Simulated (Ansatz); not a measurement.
```yaml
crystal:
  periodic: [false, false, false]
  atoms:
    - {symbol: N, position_ang: [0.324906, 2.375717, 1.023770]}
    - {symbol: C, position_ang: [-0.779742, 1.572910, 1.224083]}
    - {symbol: Ga, position_ang: [-0.457454, -0.341400, 0.568582]}
    - {symbol: C, position_ang: [0.117142, -0.710541, -1.112068]}
    - {symbol: N, position_ang: [0.733567, -2.029686, -1.522567]}
    - {symbol: H, position_ang: [0.008287, 3.354552, 1.536490]}
    - {symbol: H, position_ang: [-1.559300, 2.110962, 1.647721]}
    - {symbol: H, position_ang: [-0.801470, -1.220353, 1.428031]}
    - {symbol: H, position_ang: [1.077173, 0.273971, -1.639113]}
    - {symbol: H, position_ang: [-0.538083, -0.591103, -1.777662]}
    - {symbol: H, position_ang: [-0.293660, -2.692375, -1.344298]}
    - {symbol: H, position_ang: [1.234610, -2.046452, -1.033599]}
basis:
  gaussian: {orbitals: def2-SVPD, fitting: {mean_field: def2-universal-jkfit}}
hamiltonian: {xc: {name: HF}}
correlation: {method: mp2, frozen_orbitals: {N: 0}}
accuracy: high
output: {forces: true}
```

```sh
$ ansatz run in.yaml --threads 4 --pin off --events-out ev --progress --plain --max-ram 10444MiB
```

It prints (some lines left out):

```
Functional definition: HF
  name "HF"
  cite "Fock, Z. Phys. 61, 126 (1930) doi:10.1007/BF01340294"
  parent pbe
  exchange = exact_x
  correlation = 0
Error: "frozen_orbitals" has no count for C
```

Q: What is wrong with this run?

A: Frozen orbitals are typed for one element alone, and the program wants a count for each. The input was rejected before any iteration.
